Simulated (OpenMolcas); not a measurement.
Pd4+ among 4 point charges of -1 e arranged as a tetrahedron (Td), 2.27 Å from the ion.
```
   1.3106    1.3106    1.3106  -1.00
   1.3106   -1.3106   -1.3106  -1.00
  -1.3106    1.3106   -1.3106  -1.00
  -1.3106   -1.3106    1.3106  -1.00
```

| Item | Value |
| --- | --- |
| Program | OpenMolcas 26.06 |
| Method | CASSCF |
| Basis | ANO-RCC-VDZP [6s5p3d1f] |
| Scalar Hamiltonian | DKH2, point nucleus |
| Active space | 6 electrons in 5 orbitals (4d) |
| State averaging | 2S+1 = 5 even, 5 roots; 2S+1 = 3 even, 45 roots; 2S+1 = 1 even, 50 roots |
| Spin-orbit coupling | state interaction with AMFI integrals over the reference wave functions |

Q: What is the spin-free ground state (labels of Td)?

A: 5E, 2-fold in its orbital part, 100 % from free-ion D terms; it has the highest spin that d6 allows.

Q: Where is the first state of the same spin?

A: 5T2 at 739 cm-1 above the ground state.

Q: What are the lowest two levels with spin-orbit coupling?

A: A 1-fold level A1, then a 3-fold level T1 60.7 cm-1 above it. Their leading multiplicities are 5 (98 %) and 5 (98 %).

Q: What is χT at 300 K, and how does it compare with the textbook value?

A: The lowest level has 2S+1 = 5, for which the spin-only value is χT = S(S+1) / 2 = 3.000 cm3 K/mol (g = 2). The computed 5.493 at 300 K differs by +2.493, through orbital momentum, spin-orbit coupling and any other state in reach.

Spin-orbit coupling mixes the spin-free states strongly: the lowest level takes only 66 % from its leading state, 5E. An orbital doublet at a regular site is open to a Jahn-Teller distortion, which this geometry leaves out. Without dynamic correlation the repulsion within the d shell is too large (B by tens of per cent), so at a given field states of lower spin stand too high. Point charges give a weaker field than real ligands, and real ions of this kind are as a rule low spin; the high spin found here belongs to the model. The ground term spreads over less than 5000 cm-1, several times less than with real ligands, so orbital moments are less quenched and χT lies further from the spin-only value than at real sites. This is an electrostatic model: the charges have no orbitals. No measured value stands beside these numbers.
